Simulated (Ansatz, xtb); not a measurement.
# Two isomers of CH8GeOSi2

Structure a: `[SiH3][Ge@@H]1[CH2]O[SiH2]1`, a singlet. Structure b: `C1[O][GeH2][SiH2][SiH2]1`, a singlet. Both are isolated molecules in the gas phase, relaxed with B3LYP/def2-SVP; the shapes shown needn't be the lowest conformers.

a (Å):

```yaml
atoms:
  - { symbol: C, position_ang: [-0.3287, -0.3275, -1.1706] }
  - { symbol: Ge, position_ang: [-0.0673, 1.3299, -0.0058] }
  - { symbol: O, position_ang: [-1.6185, -0.7673, -0.7176] }
  - { symbol: Si, position_ang: [0.0952, 3.4437, -1.1300] }
  - { symbol: Si, position_ang: [-2.1653, 0.2811, 0.4981] }
  - { symbol: H, position_ang: [1.4199, 3.5831, -1.8056] }
  - { symbol: H, position_ang: [-0.0621, 4.5589, -0.1500] }
  - { symbol: H, position_ang: [-0.9821, 3.5468, -2.1577] }
  - { symbol: H, position_ang: [1.0817, 1.1724, 1.0211] }
  - { symbol: H, position_ang: [-0.3534, -0.1120, -2.2520] }
  - { symbol: H, position_ang: [0.4345, -1.1030, -0.9879] }
  - { symbol: H, position_ang: [-3.4487, 0.9521, 0.1346] }
  - { symbol: H, position_ang: [-2.3653, -0.4085, 1.8073] }
```

b (Å):

| atom | x (Å) | y (Å) | z (Å) |
| --- | --- | --- | --- |
| C | -1.5823 | -1.0199 | 0.7132 |
| Ge | -0.3795 | 0.8660 | 2.3935 |
| O | -1.6508 | -0.3650 | 1.9686 |
| Si | -0.0814 | 1.8603 | 0.2136 |
| Si | -1.5205 | 0.2521 | -0.7423 |
| H | -0.7097 | -1.7037 | 0.6430 |
| H | -2.4793 | -1.6567 | 0.6145 |
| H | -1.0259 | 1.7049 | 3.5114 |
| H | 0.8624 | 0.1182 | 2.9436 |
| H | 1.3304 | 1.7912 | -0.2640 |
| H | -0.5715 | 3.2665 | 0.1479 |
| H | -1.0276 | -0.3671 | -2.0096 |
| H | -2.8729 | 0.8395 | -0.9758 |

Question: Estimate which is lower in electronic energy at CCSD(T)/def2-SVP + ΔMP2/def2-TZVPP, and by roughly how much.

Answer: Not settled: CCSD(T)/def2-SVP + ΔMP2/def2-TZVPP gives E(b) − E(a) = +1.83 kcal/mol, but this leans on the basis-set step: CCSD(T) alone gives −2.72 kcal/mol.

How the difference moves with the method:

```json
{"level": "GFN2-xTB", "geometry": "GFN2-xTB", "E(b) − E(a) (kcal/mol)": "+17.68", "departure from the last row (kcal/mol)": "+15.85", "job, with rough time for the two": "optimisation, 0.27 s"}
{"level": "HF/STO-3G", "geometry": "GFN2-xTB", "E(b) − E(a) (kcal/mol)": "−18.69", "departure from the last row (kcal/mol)": "−20.52", "job, with rough time for the two": "single point, 0.52 s"}
{"level": "r2SCAN-D4/def2-SVP", "geometry": "GFN2-xTB", "E(b) − E(a) (kcal/mol)": "−3.76", "departure from the last row (kcal/mol)": "−5.59", "job, with rough time for the two": "single point, 4.2 s"}
{"level": "B3LYP/def2-SVP", "geometry": "B3LYP/def2-SVP", "E(b) − E(a) (kcal/mol)": "−1.26", "departure from the last row (kcal/mol)": "−3.09", "job, with rough time for the two": "optimisation, 63 s"}
{"level": "HF/def2-SVP", "geometry": "B3LYP/def2-SVP", "E(b) − E(a) (kcal/mol)": "−1.56", "departure from the last row (kcal/mol)": "−3.40", "job, with rough time for the two": "part of the CCSD(T) run"}
{"level": "MP2/def2-SVP", "geometry": "B3LYP/def2-SVP", "E(b) − E(a) (kcal/mol)": "−2.10", "departure from the last row (kcal/mol)": "−3.93", "job, with rough time for the two": "part of the CCSD(T) run"}
{"level": "CCSD(T)/def2-SVP", "geometry": "B3LYP/def2-SVP", "E(b) − E(a) (kcal/mol)": "−2.72", "departure from the last row (kcal/mol)": "−4.55", "job, with rough time for the two": "single point"}
{"level": "CCSD(T)/def2-SVP + ΔMP2/def2-TZVPP", "geometry": "B3LYP/def2-SVP", "E(b) − E(a) (kcal/mol)": "+1.83", "departure from the last row (kcal/mol)": "", "job, with rough time for the two": "single point, 49 s"}
```

As drawn, b has 1 Ge–O, 1 Si–Si, 1 C–Si, 1 Ge–H in place of 1 Ge–Si, 1 C–Ge, 1 O–Si, 1 Si–H. Structure a has a 4-membered ring, b a 5-membered ring.

HF/STO-3G, r2SCAN-D4/def2-SVP, B3LYP/def2-SVP, HF/def2-SVP, MP2/def2-SVP, CCSD(T)/def2-SVP put the two in the other order. The largest departure from CCSD(T)/def2-SVP + ΔMP2/def2-TZVPP is that of HF/STO-3G, 20.52 kcal/mol. The last row adds to CCSD(T) the change of the MP2 difference between the two basis sets, here +4.55 kcal/mol, a large step that makes the value less sure.

With thermal terms from frequencies at re-optimised GFN2-xTB minima (ideal gas, soft modes damped towards free rotors, one conformer each, 298.15 K, 1 atm): the zero-point term adds −0.28 kcal/mol; ΔH is +1.17 and ΔG +2.41 kcal/mol.

The correlated steps freeze 21 core orbitals; the filled d shell of Ge is correlated, in a basis made for valence electrons. Mirror images aren't counted in ΔG. Run with Ansatz 0.2.0, xtb 6.7.1; the last row on 4 threads of Arm Neoverse V1 on a shared host.
